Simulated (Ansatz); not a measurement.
Total energies of ClF3MoS (`[F][Mo]([F])([F])(=[S])[Cl]`).

Cartesian coordinates in Å:
```
F 0.0058 1.7152 0.6653
Mo -0.0324 0.0212 -0.0448
F -1.4072 0.6699 -1.0815
F -0.8432 -1.6092 -0.2892
S 1.6500 -0.0680 -1.2308
Cl 0.6270 -0.7289 1.9811
```

Total charge 0; spin multiplicity 1. Correlated methods include outer-core shells of Mo, which these sets cover unevenly. Mo takes the def2 core potential. All single points use the PBE0-D4/def2-TZVP geometry. Basis def2-TZVPP, the Gaussian-basis code of Ansatz.

RPA on PBE orbitals: Hartree–Fock energy of these orbitals -1223.03161 Eh, correlation -2.51497 Eh (frozen core).

| functional | energy without D4 (Eh) | D4 term (kJ/mol) |
| --- | --- | --- |
| B97M-V | -1226.20440 | – |
| PBE-QIDH | -1225.65067 | – |

Q: Give the same for LDA (SPW92), PBE, revPBE, BLYP, r2SCAN, PBE0, B3LYP, r2SCANh, r2SCAN0, HSE06 (plane-wave form), BHLYP, CAM-B3LYP, LC-ωPBE, ωB97X-V, ωB97M-V, B2PLYP. (Best estimate.)

A: The calculation gave: 
| functional | energy without D4 (Eh) | D4 term (kJ/mol) |
| --- | --- | --- |
| LDA (SPW92) | -1221.69822 | – |
| PBE | -1225.93821 | -20.9 |
| revPBE | -1226.33423 | -52.9 |
| BLYP | -1226.50450 | -44.8 |
| r2SCAN | -1226.40010 | -4.7 |
| PBE0 | -1225.91864 | -17.8 |
| B3LYP | -1226.56386 | -34.2 |
| r2SCANh | -1226.34183 | -5.1 |
| r2SCAN0 | -1226.25744 | -5.7 |
| HSE06 (plane-wave form) | -1225.89203 | -16.8 |
| BHLYP | -1226.23887 | -29.8 |
| CAM-B3LYP | -1226.41087 | -18.4 |
| LC-ωPBE | -1226.09038 | – |
| ωB97X-V | -1226.21621 | – |
| ωB97M-V | -1226.28974 | – |
| B2PLYP | -1226.02731 | – |

B3LYP takes the VWN-RPA correlation (the form of Gaussian; ORCA's B3LYP/G). HSE06 is the plane-wave form, built on full-range PBE exchange. The double hybrids freeze the cores in their second-order part.

LC-ωPBE has ω = 0.4 bohr⁻¹.
